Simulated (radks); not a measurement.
Pr IV, 56 electrons, occupied as [Kr] 4d10 4f3 5s1 5p6 (not the ground configuration). Calculated with a radial shooting solver on a logarithmic mesh with Libxc functionals: scalar-relativistic Kohn-Sham, OLYP, spin-polarised, spherical densities, finite nucleus; open shells are filled with parallel spins first (spin-orbit coupling, left out, can overturn this in heavy ions); Fermi nuclear charge, rms radius 4.8919 fm.

Local quantities along the radius. ELF = 1/(1 + alpha^2) is the electron localisation function; alpha = (tau - tau_W)/tau_unif compares the Pauli kinetic energy density with that of the uniform gas (summed over spins); -r V(r) is the screened charge that the Kohn-Sham potential of spin up presents (atomic units); 4 pi r^2 rho is in e/bohr; s = |grad rho|/(2 (3 pi^2)^(1/3) rho^(4/3)) is the reduced gradient. tau is taken from the large components.

r (bohr)    ELF    alpha  -r V(r)  4 pi r^2 rho       s
0.002253  0.999  0.02711    58.30         11.07  0.5940
0.002981  0.999  0.03030    58.06         16.83  0.5585
0.003944  0.999  0.03556    57.75         24.89  0.5392
0.005177  0.998  0.04400    57.35         35.15  0.5349
0.00685   0.997  0.05900    56.83         47.84  0.5455
0.009063  0.993  0.08689    56.15         61.19  0.5724
0.01199   0.980   0.1435    55.28         72.31  0.6169
0.01587   0.932   0.2695    54.17         77.68  0.6754
0.02083   0.768   0.5490    52.83         75.74  0.7221
0.02756   0.457    1.091    51.11         69.92  0.6796
0.03646   0.324    1.444    49.06         69.59  0.4700
0.04824   0.483    1.034    46.64         81.96  0.2922
0.06383   0.711   0.6383    43.76         98.92  0.3173
0.08446   0.717   0.6286    40.44         99.89  0.4420
0.1109    0.459    1.085    36.77         83.12  0.4959
0.1467    0.354    1.351    32.69         75.99  0.2892
0.1941    0.645   0.7420    28.43         87.52  0.2424
0.2568    0.744   0.5866    24.14         77.96  0.4587
0.3398    0.354    1.350    19.91         43.81  0.6606
0.4496    0.301    1.522    16.02         33.43  0.2168
0.5901    0.728   0.6105    12.52         39.02  0.2767
0.7807    0.650   0.7345    9.446         27.86  0.5697
1.033     0.302    1.520    7.097         13.38  0.6965
1.367     0.424    1.165    5.603         8.467  0.5175
1.808     0.672   0.6981    4.626         5.375  0.7927
2.393     0.494    1.012    3.785         1.871   1.616
3.141     0.106    2.905    3.615        0.3355   3.536
4.156     0.003    17.42    3.579       0.02516   10.53
5.499     0.000    261.4    3.181     0.0005971   44.29

On this mesh the ELF has minima near r = 0.036, 0.13, 0.39, 1.2 bohr, which separate the shells, and maxima near 0.073 (0.75), 0.26 (0.74), 0.68 (0.74), 1.8 (0.67).
